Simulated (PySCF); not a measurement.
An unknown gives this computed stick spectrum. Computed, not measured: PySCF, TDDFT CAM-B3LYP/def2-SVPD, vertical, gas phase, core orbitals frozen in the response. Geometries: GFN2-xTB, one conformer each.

```
state  λ (nm)       f
   S1   220.4   0.585
   S2   188.4  0.0022
   S3   179.7  0.0098
   S4   177.0   0.021
   S5   167.5   0.023
   S6   166.6   0.034
   S7   164.3   0.015
   S8   163.4  0.0029
```

Triplets computed (Tamm–Dancoff): 3.14, 5.02, 6.24 eV.

Orbital energies (eV): HOMO-3 -10.79, HOMO-2 -10.57, HOMO-1 -10.46, HOMO -8.26, LUMO -0.21, LUMO+1 1.46, LUMO+2 1.89.

Problem. Which candidate is it? All have the formula C6H7F.
A. `C=C[C@H](F)C#CC`
B. `F[C@@]12CC=C[C@@H]1C2`
C. `C=C[C@@H]1C=C[C@H]1F`
D. `C=CC1=C[C@@H](F)C1`
E. `FC1=C(CC=C)C1`

Solution. D. Its S1, at 5.63 eV, is the lowest among the candidates; the nearest of the others has S1 at 6.08 eV. S1 is HOMO→LUMO (97%). Löwdin shares by element: HOMO carbon 79% or more (atoms not listed hold the other 21%); LUMO carbon 79% or more (atoms not listed hold the other 21%). At the same level the other candidates give, for their lowest levels:
- `C=C[C@@H]1C=C[C@H]1F`: 188 nm (f 0.080); 180 nm (f 0.166); 173 nm (f 0.023); 166 nm (f 0.229); 164 nm (f 0.062); T1 4.35 eV; HOMO -8.97, LUMO 0.62 eV
- `C=C[C@H](F)C#CC`: 204 nm (f 0.009); 190 nm (f 0.018); 185 nm (f 0.073); 172 nm (f 0.009); 168 nm (f 0.154); T1 4.42 eV; HOMO -8.87, LUMO 0.77 eV
- `F[C@@]12CC=C[C@@H]1C2`: 191 nm (f 0.127); 179 nm (f 0.015); 173 nm (f 0.037); 165 nm (f 0.012); 160 nm (f 0.005); T1 4.16 eV; HOMO -8.33, LUMO 1.18 eV
- `C=CCC1=C(F)C1`: 198 nm (f 0.036); 192 nm (f 0.176); 172 nm (f 0.059); 171 nm (f 0.054); 165 nm (f 0.040); T1 4.39 eV; HOMO -8.30, LUMO 1.00 eV

The values belong to the conformer `[CH2:1]=[CH:2][C:3]1=[CH:4][C@@H:5]([F:6])[CH2:7]1`: C1–C2–C3–C4 180°.
